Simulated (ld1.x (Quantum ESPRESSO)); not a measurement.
La: one change to a TM potential, before and after

ld1.x (Quantum ESPRESSO) 7.5 input, shortened:

```
&input
   title='La', zed=57., rel=1, dft='PBESOL', iswitch=3,
   config='[Xe] 4f0 5d1 6s0 6p0'
 /
 &inputp
   pseudotype=2, tm=.true., lloc=-1, rcloc=3.45,
   nlcc=.true., new_core_ps=.true., rcore=1.45
 /
4
5S  1  0   2.00   0.00  1.75  1.75  0.0
5P  2  1   6.00   0.00  2.30  2.30  0.0
5D  3  2   1.00   0.00  3.90  3.90  0.0
4F  4  3   0.00   0.00  1.55  1.55  0.0
 &test
   configts(1)='4f0 5s2 5p6 5d1 6s0 6p0'
 /
```

All-electron outer shells of the reference configuration (PBEsol, scalar-relativistic, ld1.x):

| shell | level (eV) | outermost node (bohr) | outermost maximum (bohr) |
| --- | --- | --- | --- |
| 4p | -212.49 | 0.34 | 0.63 |
| 4d | -116.49 | 0.32 | 0.68 |
| 5s | -51.55 | 0.77 | 1.41 |
| 5p | -34.92 | 0.83 | 1.58 |
| 4f | -17.01 | – | 0.75 |
| 5d | -14.66 | 0.95 | 2.13 |
| 6s | -13.39 | 1.83 | 3.43 |
| 6p | -9.78 | 2.13 | 4.13 |

Change: functional BLYP.

Cutoffs: the cutoffs (Ry, on a coarse ladder) from which the occupation-weighted sum of valence levels, in a spherical-Bessel basis at the reference potential, stays within 10 and 1 mRy of its value at 400 Ry; they do not see the model core or the augmentation charge, which bear on the density cutoff. Errors are all-electron minus pseudo energies relative to the spin-unpolarised reference configuration.

Question: How do hardness, ghosts and transferability respond?

Answer: The potential gets neither clearly harder nor softer (40 Ry and 80 Ry → 40 Ry and 80 Ry); of the 7 tests that both files solve, the error grows in 2 and shrinks in 4 by more than 15 % and 0.3 meV (median size 593.7 → 229.3 meV); neither file shows a bound ghost at the reference potential, the only one tested.

```tsv
quantity	base	changed
cutoff, loose	40 Ry	40 Ry
cutoff, tight	80 Ry	80 Ry
bound ghosts	none	none
error for 4f0 5s2 5p6 5d1 6s2 6p0, meV [ΔE -16.85 → -16.83 eV]	+1317	+404
error for 4f0 5s2 5p6 5d1 6s1 6p0, meV [ΔE -10.85 → -10.96 eV]	+1028	+319
error for 4f0 5s2 5p6 5d0 6s0 6p0, meV [ΔE 18.91 → 18.87 eV]	+13	+13
error for 4f1 5s2 5p6 5d0 6s1 6p0, meV [ΔE -10.62 → -10.63 eV]	+115	-229
error for 4f1 5s2 5p6 5d1 6s0 6p0, meV [ΔE -9.95 → -9.81 eV]	-158	-185
error for 4f0 5s2 5p6 5d1.5 6s1.5 6p0, meV [ΔE -16.49 → -16.46 eV]	+936	+272
error for 4f0 5s2 5p6 5d2 6s1 6p0, meV [ΔE -16.04 → -15.99 eV]	+594	+164
s: phases at 4.27 bohr within 0.05 rad from the reference energy up to (Ry; the scan ends near 5)	-1.5	-1.4
p: phases at 4.27 bohr within 0.05 rad from the reference energy up to (Ry; the scan ends near 5)	-0.9	-0.9
d: phases at 4.27 bohr within 0.05 rad from the reference energy up to (Ry; the scan ends near 5)	-0.0	-0.1
f: phases at 4.27 bohr within 0.05 rad from the reference energy up to (Ry; the scan ends near 5)	n/a	-0.5
```

Base: The cutoffs count occupied waves only; the empty 4f level needs 140 Ry at the loose tolerance. These tests converged, but a pseudo level misses the all-electron one widely, so the file describes the atom poorly there or has found another state: 4f0 5s2 5p6 5d1 6s2 6p0: empty 4f by 2.1 eV (a node warning on the way); 4f0 5s2 5p6 5d0 6s0 6p0: empty 6s by 3.1 eV. Changed file: The cutoffs count occupied waves only; the empty 4f level needs 140 Ry at the loose tolerance.
